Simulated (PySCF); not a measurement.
Job file and geometry (Å, from GFN2-xTB) of an NMR shielding run on SMILES CS[BH2-][PH3+], CH8BPS, GIAO PBE0/pcSseg-1 NMR shielding, non-relativistic, gas phase (PySCF 2.14.0, density-fitted response routines); density fitting, a coarse starting grid and PySCF grid level 2 are the driver's defaults:

```
$ OMP_NUM_THREADS=1 python probes_run.py task.json out

{"job": {"kind": "nmr", "xc": "PBE0", "basis": "pcSseg-1"}, "charge": 0, "multiplicity": 1}
C      1.843296     0.390542     0.301428
S      0.873021    -0.051380    -1.173017
B     -0.435857    -1.200845    -0.360250
P     -1.590790     0.312122    -0.039654
H      2.539267     1.172055     0.015250
H      2.385832    -0.485444     0.643433
H      1.183489     0.749074     1.092169
H     -0.945258    -1.912279    -1.152460
H     -0.057425    -1.694761     0.642132
H     -2.826697     0.410126     0.629757
H     -1.976724     0.925317    -1.209223
H     -0.990956     1.384788     0.584409
```

Problem. Write the output of this run.

Solution. 
```
coarse grid: 10384 points
cycle   1  E = -806.8373740943  dE =  2.038e-01  |g| = 3.283e-01  |ddm| = 2.978e+00
cycle   2  E = -806.8355804901  dE =  1.794e-03  |g| = 3.460e-01  |ddm| = 1.189e+00
cycle   3  E = -806.8766032363  dE = -4.102e-02  |g| = 3.313e-02  |ddm| = 6.293e-01
cycle   4  E = -806.8768439170  dE = -2.407e-04  |g| = 1.049e-02  |ddm| = 4.983e-02
cycle   5  E = -806.8768701353  dE = -2.622e-05  |g| = 4.124e-03  |ddm| = 1.967e-02
cycle   6  E = -806.8768750298  dE = -4.894e-06  |g| = 7.547e-04  |ddm| = 6.900e-03
final grid: 89064 points
cycle   7  E = -806.9028079062  dE = -2.474e-05  |g| = 7.743e-03  |ddm| = 2.539e-02
cycle   8  E = -806.9028011218  dE =  6.784e-06  |g| = 9.242e-03  |ddm| = 1.578e-02
cycle   9  E = -806.9028232765  dE = -2.215e-05  |g| = 5.934e-04  |ddm| = 9.492e-03
cycle  10  E = -806.9028233748  dE = -9.833e-08  |g| = 1.223e-04  |ddm| = 8.944e-04
cycle  11  E = -806.9028233789  dE = -4.098e-09  |g| = 4.587e-05  |ddm| = 2.281e-04
cycle  12  E = -806.9028233796  dE = -6.517e-10  |g| = 1.082e-05  |ddm| = 6.887e-05
converged SCF energy = -806.9028233796

GIAO shielding tensors (ppm)
atom      isotropic    diamagn.    paramagn.     s11        s22        s33       span
  0 C      165.092     250.243     -85.151    145.409    162.599    187.267     41.858
  1 S      671.175    1057.805    -386.631    554.065    633.815    825.643    271.578
  2 B      134.495     191.655     -57.160    122.881    128.542    152.063     29.182
  3 P      506.852     966.194    -459.342    480.387    488.670    551.499     71.112
  4 H       29.852      29.549       0.303     24.130     26.847     38.579     14.449
  5 H       29.317      29.575      -0.258     23.861     26.593     37.495     13.634
  6 H       30.536      31.536      -1.000     25.758     29.915     35.936     10.178
  7 H       29.263      29.415      -0.152     25.213     28.183     34.392      9.178
  8 H       29.870      29.431       0.440     26.392     28.637     34.583      8.192
  9 H       26.815      28.113      -1.299     21.079     22.257     37.109     16.030
 10 H       27.984      29.897      -1.913     23.445     25.777     34.731     11.286
 11 H       28.423      30.653      -2.229     23.978     27.444     33.848      9.870
```

Size and cost of the density-fitted run: 122 basis functions, 5.3 s wall time on 1 thread of an AMD EPYC 9R45 96-Core, shared host; peak memory 0.55 GiB.
